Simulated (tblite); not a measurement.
Compound: C₄H₁₁ClP₂Si.
Numbering: `[CH2:1]=[C:2]([CH3:3])[CH2:4][Si:5]([PH2:6])([PH2:7])[Cl:8]` (hydrogens: H9, H10 on C1; H11, H12, H13 on C3; H14, H15 on C4; H16, H17 on P6; H18, H19 on P7)

Computed with GFN2-xTB (tblite), gas phase: L-BFGS steps from a force-field or distance-geometry start until the largest atomic force falls under 0.01 eV/Å.

Geometry at step 10:
```
atom  x, y, z in Å
C1     -2.2806    0.2372    1.1357
C2     -1.4756   -0.3008    0.2323
C3     -2.0187   -0.6619   -1.1213
C4     -0.0481   -0.6146    0.5904
Si5     1.3639    0.2304   -0.4428
P6      1.1017    2.4713   -0.4274
P7      3.4231   -0.4137    0.3717
Cl8     1.1970   -0.3663   -2.3936
H9     -1.9597    0.4923    2.1307
H10    -3.3092    0.4493    0.9050
H11    -2.1630   -1.7384   -1.2396
H12    -2.9875   -0.1850   -1.2461
H13    -1.3634   -0.3177   -1.9144
H14     0.1186   -1.6951    0.5913
H15     0.1149   -0.2809    1.6159
H16     2.4064    2.7698   -0.7652
H17     1.4079    2.6298    0.9078
H18     2.9132   -1.1295    1.4307
H19     3.5491   -1.5669   -0.3687
```

Question: Give the atomic forces at this geometry.

Answer: 
```tsv
atom	Fx (eV/Å)	Fy (eV/Å)	Fz (eV/Å)
C1	-0.021	0.119	0.039
C2	0.030	-0.179	0.005
C3	0.052	0.064	0.051
C4	0.074	0.098	-0.070
Si5	-0.053	-0.327	0.074
P6	-0.146	0.184	-0.037
P7	-0.025	0.187	-0.040
Cl8	0.143	0.021	-0.032
H9	0.050	0.025	0.011
H10	-0.059	0.030	0.036
H11	0.170	0.076	0.121
H12	-0.020	-0.032	-0.060
H13	0.048	-0.028	-0.013
H14	-0.076	0.013	-0.173
H15	-0.022	-0.046	0.103
H16	0.102	-0.060	-0.155
H17	-0.080	-0.077	0.167
H18	-0.105	0.007	0.176
H19	-0.059	-0.075	-0.203
```

The largest, 0.34 eV/Å, acts on Si5; the rms over all components is 0.102 eV/Å. The forces sum to zero within rounding, as they must for an isolated molecule in no field.

Question: Give the force on Si5 in Eh/bohr and in nN.

Answer: 0.339 eV/Å ÷ 51.422 = 0.00660 Eh/bohr, and 0.339 eV/Å × 1.602 = 0.54 nN.

Question: How far is this geometry from the end of the optimisation?

Answer: 0.209 eV above it, and 0.599 Å rms away after alignment. The bonds farthest from their final lengths, with half the difference of the two atoms' forces along the bond (positive lengthens):

| bond | now (Å) | final (Å) | force along bond (eV/Å) |
| --- | --- | --- | --- |
| Si5–P7 | 2.306 | 2.277 | -0.08 |
| P7–H18 | 1.376 | 1.386 | +0.14 |
| P7–H19 | 1.376 | 1.386 | +0.15 |
| C2–C4 | 1.505 | 1.495 | -0.02 |
| C4–Si5 | 1.943 | 1.935 | -0.18 |
| C2–C3 | 1.503 | 1.495 | -0.05 |

The angle farthest from its final value is C2–C4–Si5, 118.2° against 109.4°.

Of the 4 listed bonds off by 0.010 Å or more, this force points towards the final length in 4.

The cost below is that of the whole relaxation. The run took 2.9 s wall on an AMD EPYC 7R43 with one thread, on a shared host.
